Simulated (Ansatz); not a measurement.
Al2F6, SMILES `[F][Al-]1([F])[F+][Al-]([F])([F])[F+]1`. Total charge 0; spin multiplicity 1.

```tsv
atom	x (Å)	y (Å)	z (Å)
F1	-0.5536	2.4225	0.6622
Al2	-0.9165	0.8381	0.5739
F3	-2.3037	0.1907	1.1270
F4	-0.4958	0.1716	-1.0423
Al5	0.9165	-0.8381	-0.5739
F6	0.5537	-2.4225	-0.6623
F7	2.3037	-0.1905	-1.1269
F8	0.4957	-0.1717	1.0424
```

Problem. List the harmonic frequencies (cm⁻¹, unscaled) at PBE0-D4/def2-TZVP in Ansatz. (Estimate.)

Solution. Computed: 54, 95, 166, 170, 194, 208, 227, 258, 319, 393, 456, 564, 588, 590, 797, 841, 969, 984.

Problem. Is this a minimum?

Solution. Yes, all 18 modes are real.

Problem. Give the ideal-gas thermochemistry at 298.15 K and 1 bar (rigid rotor, harmonic oscillator; point group D2h, symmetry number 4).

Solution. Zero-point energy 47.1 kJ/mol; H(298) − E = 74.4 kJ/mol; entropy 393.6 J/(mol·K), of which translation 172.8, rotation 111.6, vibration 109.2; G(298) − E = -43.0 kJ/mol. Modes under 100 cm⁻¹ are hindered rotations or soft bends, so the harmonic entropy is rough.

Problem. And at 400, 500, 600, 800 and 1000 K?

Solution. 
```json
{"T (K)": "400", "H − E (kJ/mol)": "89.1", "S (J/mol/K)": "435.9", "G − E (kJ/mol)": "-85.3"}
{"T (K)": "500", "H − E (kJ/mol)": "104.7", "S (J/mol/K)": "470.7", "G − E (kJ/mol)": "-130.6"}
{"T (K)": "600", "H − E (kJ/mol)": "121.0", "S (J/mol/K)": "500.4", "G − E (kJ/mol)": "-179.2"}
{"T (K)": "800", "H − E (kJ/mol)": "155.0", "S (J/mol/K)": "549.3", "G − E (kJ/mol)": "-284.4"}
{"T (K)": "1000", "H − E (kJ/mol)": "189.9", "S (J/mol/K)": "588.2", "G − E (kJ/mol)": "-398.3"}
```
